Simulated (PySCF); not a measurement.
Electronic absorption of C6H12N2

Compound: C6H12N2.
Numbering: `[CH3:1][CH2:2][CH2:3][N:4]1[CH2:5][CH2:6][CH:7]=[N:8]1` (hydrogens: H9, H10, H11 on C1; H12, H13 on C2; H14, H15 on C3; H16, H17 on C5; H18, H19 on C6; H20 on C7)

Theory: PySCF, TDDFT wB97X-D/def2-SVPD, vertical, gas phase, core orbitals frozen in the response. Geometry: PBE0-D3(BJ)/def2-SVP, one conformer, isolated molecule.

**Question.** Predict the UV-vis stick spectrum at this level.

**Answer.** 

| state | E (eV) | E (hartree) | f | main configurations (H = HOMO, L = LUMO) |
| --- | --- | --- | --- | --- |
| S1 | 5.40 | 0.1984 | 0.181 | H→L (97%) |
| S2 | 6.13 | 0.2253 | 0.015 | H→L+1 (73%), H→L+2 (20%) |
| S3 | 6.31 | 0.2318 | 0.0033 | H-1→L (95%) |
| S4 | 6.81 | 0.2504 | 0.014 | H→L+2 (53%), H→L+3 (15%), H→L+4 (14%) |
| S5 | 7.04 | 0.2589 | 0.044 | H→L+3 (59%), H→L+4 (28%) |
| S6 | 7.30 | 0.2682 | 0.045 | H→L+4 (35%), H→L+5 (27%), H→L+6 (13%) |
| S7 | 7.59 | 0.2788 | 0.0016 | H→L+5 (54%), H→L+6 (16%), H→L+3 (9%) |
| S8 | 7.81 | 0.2870 | 0.0008 | H→L+6 (48%), H→L+7 (10%), H→L+8 (9%) |
| S9 | 8.05 | 0.2960 | 0.022 | H→L+7 (57%), H→L+9 (10%) |
| S10 | 8.16 | 0.2999 | 0.0082 | H→L+9 (65%), H→L+7 (18%) |

Triplets (Tamm–Dancoff): T1 3.61 eV, H→L (90%); T2 5.37 eV, H-1→L (94%); T3 6.09 eV, H→L+1 (73%), H→L+2 (17%); T4 6.80 eV, H→L+2 (56%), H→L+3 (14%), H→L+4 (13%).

The lowest singlet lies at 5.40 eV (230 nm, ultraviolet) and is strong; its leading configuration is HOMO→LUMO (97%). The lowest level is also the most intense of those listed (f = 0.181). Löwdin shares by element: HOMO nitrogen 54%, carbon 24% or more (atoms not listed hold the other 22%); LUMO nitrogen 42%, carbon 38% or more (atoms not listed hold the other 21%). Orbital energies (eV): HOMO-3 -11.31, HOMO-2 -11.11, HOMO-1 -9.92, HOMO -7.70, LUMO 2.05, LUMO+1 2.44, LUMO+2 2.66. Weighted by f, the mean energy of these states is 6.23 eV. The listed states span 2.76 eV, and the widest gap between neighbours is 0.73 eV (S1 to S2). From S8 up the states lie above the vertical ionisation energy of 7.80 eV (ΔSCF), that is within the continuum, which a finite basis only mimics. The window holds the lowest 10 singlets.
